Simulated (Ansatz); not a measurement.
C2H4BCl can be A, `ClC1BC1`, or B, `BC(=C)Cl`.

Program: Ansatz. Geometries: PBE0-D4/def2-TZVP. ΔE: electronic, gas phase. CCSD(T)/CBS adds triple-zeta CCSD(T) − MP2 to the extrapolated MP2 energy (def2 sets, frozen cores). DFT in def2-TZVPP. B3LYP here is the variant with VWN-RPA as its local correlation; programs differ in this.

(1) Which is lower in electronic energy at CCSD(T)/CBS, and by how much? (Best estimate.)

(2) Give E(B) − E(A) in kcal/mol with r2SCAN-D4, MP2/def2-TZVPP, B2PLYP, LDA (SPW92), PBE0-D4, B3LYP-D4, CCSD(T)/def2-SVP. (An estimate is asked.)

(3) Does the order hold for the free energy at 298.15 K (harmonic terms from PBE0-D4)? (Estimate.)

Largest T1 diagnostic: 0.011.

Answers

(1) Ansatz gave: B, by 16.2 kcal/mol.

(2) Ansatz gave: r2SCAN-D4 -13.1, MP2/def2-TZVPP -15.2, B2PLYP -16.8, LDA (SPW92) -8.2, PBE0-D4 -11.6, B3LYP-D4 -17.1, CCSD(T)/def2-SVP -17.1. None reverses the order clearly.

(3) Ansatz gave: Yes: G(B) − G(A) = -16.8 kcal/mol.

In def2-TZVPP, CCSD(T) changes the Hartree–Fock value by +2.7 kcal/mol (the triples alone add −0.6 kcal/mol) and MP2 by +4.5 kcal/mol. Leaving LDA and LC-ωPBE aside and taking each functional with its dispersion term where it has one, the values, not all of them listed here, spread over 7.1 kcal/mol, from BLYP-D4 to PBE0-D4. LDA lies +4.3 kcal/mol from PBE without D4.
